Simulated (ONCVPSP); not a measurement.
# Before and after: ONCV potential for zinc

| Quantity | Value |
| --- | --- |
| Element | Zn |
| Generator | ONCVPSP 4.0.1 |
| Type | optimised norm-conserving Vanderbilt (ONCV) |
| Functional | PBE |
| Relativity | scalar-relativistic |
| Frozen core | [Ar] |
| Valence charge | 12 |
| Reference configuration | 3d10 4s1.5 4p0.5 |
| Partial waves | 4s: rc 1.65 bohr, ncon 4, nbas 8, qcut 3.3 1/bohr, 2 projectors, debl 2.4 Ha; 4p: rc 3.30 bohr, ncon 4, nbas 8, qcut 2.1 1/bohr, 3 projectors, debl 0.8 Ha; 3d: rc 1.55 bohr, ncon 4, nbas 8, qcut 8.1 1/bohr, 1 projector |
| Local potential | polynomial inside 1.50 bohr (lpopt 3, dvloc0 0 Ha) |
| Core correction | Teter function, fcfact 4.5, rcfact 1.65 |

All-electron outer shells of the reference configuration (PBE, scalar-relativistic, ld1.x):

```
shell  level (eV)  outermost node (bohr)  outermost maximum (bohr)
   3s     -130.43                   0.28                      0.59
   3p      -84.60                   0.25                      0.59
   3d      -11.31                      –                      0.57
   4s       -6.75                   0.85                      2.06
   4p       -1.66                   0.92                      2.96
```

Change: s: qcut 2.3; p: qcut 1.5; d: qcut 5.7.

Cutoffs: the cutoffs (Ha) at which the residual kinetic energy of the hardest occupied pseudo-wave falls to 1 and 0.1 mHa per electron; they do not see the model core or the augmentation charge, which bear on the density cutoff. Errors are all-electron minus pseudo energies relative to the spin-unpolarised reference configuration.

Question: How do hardness, ghosts and transferability respond?

Answer: The potential gets harder (44 Ha and 98 Ha → 105 Ha and 158 Ha); of the 3 tests that both files solve, the error grows in 1 and shrinks in 1 by more than 15 % and 0.3 meV (median size 0.8 → 0.6 meV); neither file shows a bound ghost.

| quantity | base | changed |
| --- | --- | --- |
| cutoff, loose | 44 Ha | 105 Ha |
| cutoff, tight | 98 Ha | 158 Ha |
| loose cutoff by channel | s 6.3 Ha, p 1.6 Ha, d 44 Ha | s 23 Ha, p 1.8 Ha, d 105 Ha |
| bound ghosts | none | none |
| GHOST(+) flags under 300 eV | s at 114.4 eV | s at 120.4 eV |
| tests with a reliable result | 3 of 4 | 3 of 4 |
| error for 3d10 4s2 4p0, meV [ΔE -2.49 eV] | +0.8 | -0.6 |
| error for 3d10 4s1 4p0, meV [ΔE 7.40 eV] | -1.2 | +0.2 |
| error for 3d10 4s1 4p1, meV [ΔE 2.60 eV] | +0.4 | -1.4 |
| s: phases at 1.67 bohr within 0.05 rad from the reference energy up to (Ha; the scan ends near 5) | 3.7 | 3.9 |
| p: phases at 3.34 bohr within 0.05 rad from the reference energy up to (Ha; the scan ends near 5) | 3.5 | 3.5 |
| d: phases at 1.57 bohr within 0.05 rad from the reference energy up to (Ha; the scan ends near 5) | 0.5 | 0.3 |
| rms error of d²Exc/dni dnj with the model core, mHa | 0.76 | 0.82 |
